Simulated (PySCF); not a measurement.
Species: C6H12F2.
SMILES: `CC[C@@H](C)CC(F)F`

The calculation used PySCF 2.14.0, density-fitted response routines, TDDFT CAM-B3LYP/def2-SVPD, vertical, gas phase, core orbitals frozen in the response. The structure is a single PBE0-D3(BJ)/def2-SVP conformer in the gas phase; no vibrational or solvent corrections. Torsions of this conformer, `[CH3:1][CH2:2][C@@H:3]([CH3:4])[CH2:5][CH:6]([F:7])[F:8]`: C1–C2–C3–C4 63°, C2–C3–C5–C6 172°, C3–C5–C6–F7 -57°.

```json
{"state": "S1", "E (eV)": "8.90", "λ (nm)": "139.3", "ν̃ (cm⁻¹)": "71790", "f": "0.0018", "|μ| (D)": "0.23", "main configurations (H = HOMO, L = LUMO)": "H→L (88%)"}
{"state": "S2", "E (eV)": "9.02", "λ (nm)": "137.5", "ν̃ (cm⁻¹)": "72740", "f": "0.0075", "|μ| (D)": "0.47", "main configurations (H = HOMO, L = LUMO)": "H-1→L (68%), H-1→L+1 (10%), H-2→L (9%)"}
{"state": "S3", "E (eV)": "9.19", "λ (nm)": "134.9", "ν̃ (cm⁻¹)": "74110", "f": "0.0071", "|μ| (D)": "0.45", "main configurations (H = HOMO, L = LUMO)": "H-2→L (60%), H→L+1 (20%)"}
{"state": "S4", "E (eV)": "9.31", "λ (nm)": "133.1", "ν̃ (cm⁻¹)": "75120", "f": "0.018", "|μ| (D)": "0.71", "main configurations (H = HOMO, L = LUMO)": "H→L+1 (51%), H-2→L (16%), H-3→L (10%)"}
{"state": "S5", "E (eV)": "9.56", "λ (nm)": "129.7", "ν̃ (cm⁻¹)": "77080", "f": "0.023", "|μ| (D)": "0.79", "main configurations (H = HOMO, L = LUMO)": "H→L+2 (74%)"}
{"state": "S6", "E (eV)": "9.60", "λ (nm)": "129.1", "ν̃ (cm⁻¹)": "77450", "f": "0.030", "|μ| (D)": "0.90", "main configurations (H = HOMO, L = LUMO)": "H-1→L+1 (29%), H-4→L (27%), H→L+2 (10%)"}
{"state": "S7", "E (eV)": "9.69", "λ (nm)": "127.9", "ν̃ (cm⁻¹)": "78180", "f": "0.0079", "|μ| (D)": "0.46", "main configurations (H = HOMO, L = LUMO)": "H→L+3 (46%), H-1→L+2 (17%)"}
{"state": "S8", "E (eV)": "9.73", "λ (nm)": "127.5", "ν̃ (cm⁻¹)": "78440", "f": "0.068", "|μ| (D)": "1.36", "main configurations (H = HOMO, L = LUMO)": "H-1→L+2 (39%), H-2→L+1 (17%), H→L+3 (14%)"}
{"state": "S9", "E (eV)": "9.74", "λ (nm)": "127.3", "ν̃ (cm⁻¹)": "78580", "f": "0.091", "|μ| (D)": "1.57", "main configurations (H = HOMO, L = LUMO)": "H-2→L+1 (36%), H-1→L+2 (20%)"}
{"state": "S10", "E (eV)": "9.85", "λ (nm)": "125.9", "ν̃ (cm⁻¹)": "79440", "f": "0.026", "|μ| (D)": "0.84", "main configurations (H = HOMO, L = LUMO)": "H-2→L+2 (45%), H→L+4 (14%), H-1→L+3 (9%)"}
```

Triplets (Tamm–Dancoff): T1 8.69 eV, H→L (78%); T2 8.75 eV, H-1→L (64%), H-1→L+1 (10%); T3 8.90 eV, H-2→L (43%), H→L+1 (28%); T4 9.06 eV, H→L+1 (31%), H-2→L (27%), H-3→L (10%).

The lowest singlet lies at 8.90 eV (139 nm, vacuum ultraviolet) and is very weak; its leading configuration is HOMO→LUMO (88%). The strongest level in the table is S9 at 9.74 eV (127 nm, f = 0.091). Löwdin shares by element: HOMO carbon 52% or more (atoms not listed hold the other 48%); LUMO carbon 34% or more, hydrogen 7% or more (atoms not listed hold the other 60%). Orbital energies (eV): HOMO-3 -11.45, HOMO-2 -10.85, HOMO-1 -10.73, HOMO -10.48, LUMO 1.24, LUMO+1 1.69, LUMO+2 1.85. Weighted by f, the mean energy of these states is 9.65 eV. The listed states span 0.95 eV, and the widest gap between neighbours is 0.24 eV (S4 to S5). Singlets were solved by full linear response, triplets in the Tamm–Dancoff approximation.

The run took about 8 min of CPU time (one thread, shared machine).
